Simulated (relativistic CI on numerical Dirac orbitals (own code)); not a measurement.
## Zr³⁺: 4p photoemission

Computed with this model: Dirac-Coulomb-Breit CI, KLI orbitals optimised for each configuration, model QED (radiative potential, 1s self-energy scaled to tabulated hydrogen-like ionisation energies), valence Slater integrals scaled by 0.8, multiplet model of photoemission in the sudden approximation; configurations [Kr] 4d → [Ar] 3d10 4s2 4p5 4d; 80 K; Lorentzian 1.68 eV and Gaussian 0.6 eV FWHM. Energies are those of the free ion, without screening or charge transfer. The energies are binding energies and can lie tens of eV above those of solids. S is read from ⟨S²⟩ = S(S + 1).

Field parameters in Wybourne normalisation: D3d B²₀ = −7Dσ, B⁴₀ = −14Dq − 21Dτ, B⁴₃ = −14√(10/7) Dq; Td as Oh with Dq negative (B⁴₀ = 21Dq, B⁴₄ = √(5/14) B⁴₀). The field is a parameter set, without covalency.

free ion: ground-state S = 0.50, centroid 66.07 eV. Peaks (eV, height): 65.0 (100), 66.8 (80), 74.8 (13).

D3d, 10Dq = 20900, Dσ = -450, Dτ = -20 cm⁻¹: ground-state S = 0.50, centroid 66.08 eV. Peaks (eV, height): 64.8 (100), 66.6 (77), 76.2 (9).

Td, 10Dq = -10750 cm⁻¹: ground-state S = 0.50, centroid 66.09 eV. Peaks (eV, height): 64.6 (100), 67.0 (81), 75.6 (10).

Strongest unbroadened transitions for Td, 10Dq = -10750 cm⁻¹:

| Energy (eV) | Relative strength |
| --- | --- |
| 63.76 | 32.2 |
| 63.98 | 98.2 |
| 64.36 | 67.3 |
| 64.42 | 100.0 |
| 65.11 | 31.6 |
| 65.26 | 73.6 |
| 65.35 | 26.7 |
| 65.55 | 49.6 |
| 65.80 | 19.9 |
| 66.00 | 14.5 |
| 66.28 | 18.3 |
| 66.95 | 30.7 |
| 67.04 | 58.2 |
| 67.29 | 46.7 |
| 67.36 | 51.8 |
| 67.61 | 64.7 |
| 68.37 | 19.5 |
| 75.68 | 35.7 |
